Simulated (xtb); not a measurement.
xtb input (GFN2-xTB):

```bash
xtb mol.xyz --gfn 2 --sp --chrg 0 --uhf 0
```
mol.xyz:
```
15

C     -3.49009522     0.31422335     1.07589688
C     -2.46778300    -0.50993100     0.29841235
C     -1.05642314     0.00572461     0.49614967
O     -0.14611041    -0.79318018    -0.26393798
Si     1.47652119    -0.71720516    -0.16505324
Cl     2.16825534     1.15364822    -0.72436267
H     -4.49931415    -0.06853629     0.92078027
H     -3.28782111     0.28944370     2.14929692
H     -3.47997105     1.36001266     0.76017352
H     -2.69642607    -0.49125404    -0.76996772
H     -2.50486174    -1.55648076     0.61102854
H     -0.78270333    -0.03066366     1.55745498
H     -0.97946824     1.04683123     0.16740150
H      2.01136683    -1.71264142    -1.10435425
H      1.94225286    -0.92251930     1.22184743
```

End of the output:

```
         :::::::::::::::::::::::::::::::::::::::::::::::::::::
         ::                     SUMMARY                     ::
         :::::::::::::::::::::::::::::::::::::::::::::::::::::
         :: total energy             -21.458073810976 Eh    ::
         :: gradient norm              0.025053256746 Eh/a0 ::
         :: HOMO-LUMO gap              6.330899718628 eV    ::
         ::.................................................::
         :: SCC energy               -21.642675504343 Eh    ::
         :: -> isotropic ES            0.040815040290 Eh    ::
         :: -> anisotropic ES          0.002792072029 Eh    ::
         :: -> anisotropic XC          0.005521828825 Eh    ::
         :: -> dispersion             -0.009187676698 Eh    ::
         :: repulsion energy           0.184601693367 Eh    ::
         :: add. restraining           0.000000000000 Eh    ::
         :: total charge               0.000000000000 e     ::
         :::::::::::::::::::::::::::::::::::::::::::::::::::::

           -------------------------------------------------
          |                Property Printout                |
           -------------------------------------------------

    * Orbital Energies and Occupations

         #    Occupation            Energy/Eh            Energy/eV
      -------------------------------------------------------------
         1        2.0000           -1.0439428             -28.4071
       ...           ...                  ...                  ...
         7        2.0000           -0.5511795             -14.9984
         8        2.0000           -0.5425095             -14.7624
         9        2.0000           -0.5230746             -14.2336
        10        2.0000           -0.5041022             -13.7173
        11        2.0000           -0.4835521             -13.1581
        12        2.0000           -0.4690160             -12.7626
        13        2.0000           -0.4631742             -12.6036
        14        2.0000           -0.4497941             -12.2395
        15        2.0000           -0.4451483             -12.1131
        16        2.0000           -0.4429914             -12.0544
        17        2.0000           -0.4286427             -11.6640
        18        2.0000           -0.4230289             -11.5112
        19        2.0000           -0.4188454             -11.3974 (HOMO)
        20                         -0.1861892              -5.0665 (LUMO)
        21                         -0.1818203              -4.9476
        22                         -0.1485402              -4.0420
        23                         -0.0531754              -1.4470
        24                         -0.0214516              -0.5837
        25                          0.0030662               0.0834
        26                          0.0352756               0.9599
        27                          0.0356481               0.9700
        28                          0.0447072               1.2165
        29                          0.0528160               1.4372
        30                          0.0700013               1.9048
       ...                                ...                  ...
        43                          0.7388081              20.1040
      -------------------------------------------------------------
                  HL-Gap            0.2326563 Eh            6.3309 eV
             Fermi-level           -0.3025173 Eh           -8.2319 eV

     #   Z          covCN         q      C6AA      α(0)
     1   6 C        3.751    -0.108    22.622     6.783
     2   6 C        3.800    -0.060    21.661     6.627
     3   6 C        3.738     0.083    19.281     6.266
     4   8 O        1.618    -0.355    20.025     6.040
     5  14 Si       3.466     0.554   100.756    19.510
     6  17 Cl       0.802    -0.278   107.907    15.891
     7   1 H        0.924     0.047     2.362     2.404
     8   1 H        0.924     0.038     2.470     2.458
     9   1 H        0.924     0.040     2.450     2.448
    10   1 H        0.924     0.051     2.304     2.374
    11   1 H        0.924     0.048     2.347     2.396
    12   1 H        0.924     0.027     2.625     2.534
    13   1 H        0.924     0.037     2.487     2.466
    14   1 H        0.917    -0.060     4.337     3.257
    15   1 H        0.914    -0.064     4.444     3.297

 Mol. C6AA /au·bohr⁶  :       2855.891661
 Mol. C8AA /au·bohr⁸  :      87779.288379
 Mol. α(0) /au        :         84.749799

Wiberg/Mayer (AO) data.
largest (>0.10) Wiberg bond orders for each atom

 ---------------------------------------------------------------------------
     #   Z sym  total        # sym  WBO       # sym  WBO       # sym  WBO
 ---------------------------------------------------------------------------
     1   6 C    3.994 --     2 C    1.017     8 H    0.987     9 H    0.987
                             7 H    0.986
     2   6 C    3.994 --     1 C    1.017     3 C    1.007    11 H    0.976
                            10 H    0.975
     3   6 C    3.936 --     2 C    1.007    12 H    0.977    13 H    0.975
                             4 O    0.955
     4   8 O    2.290 --     5 Si   1.185     3 C    0.955
     5  14 Si   3.998 --     4 O    1.185     6 Cl   1.038    15 H    0.880
                            14 H    0.878
     6  17 Cl   1.158 --     5 Si   1.038
     7   1 H    0.997 --     1 C    0.986
     8   1 H    0.999 --     1 C    0.987
     9   1 H    0.998 --     1 C    0.987
    10   1 H    0.997 --     2 C    0.975
    11   1 H    0.998 --     2 C    0.976
    12   1 H    0.999 --     3 C    0.977
    13   1 H    0.999 --     3 C    0.975
    14   1 H    0.996 --     5 Si   0.878
    15   1 H    0.996 --     5 Si   0.880
 ---------------------------------------------------------------------------

Topologies differ in total number of bonds
Writing topology from bond orders to xtbtopo.mol

molecular dipole:
                 x           y           z       tot (Debye)
Note: The following floating-point exceptions are signalling: IEEE_UNDERFLOW_FLAG IEEE_DENORMAL
normal termination of xtb
 q only:       -0.625      -0.524       0.555
   full:       -0.701      -0.452       0.572       2.571
molecular quadrupole (traceless):
                xx          xy          yy          xz          yz          zz
 q only:        2.103      -5.125      -1.696       0.531       1.055      -0.406
  q+dip:       -0.603      -4.874      -1.706       1.457       0.660       2.310
   full:        0.699      -5.330      -1.760       0.469       0.884       1.061

           -------------------------------------------------
          | TOTAL ENERGY              -21.458073810976 Eh   |
          | GRADIENT NORM               0.025053256746 Eh/α |
          | HOMO-LUMO GAP               6.330899718628 eV   |
           -------------------------------------------------

------------------------------------------------------------------------
------------------------------------------------------------------------
 total:
 SCF:
```
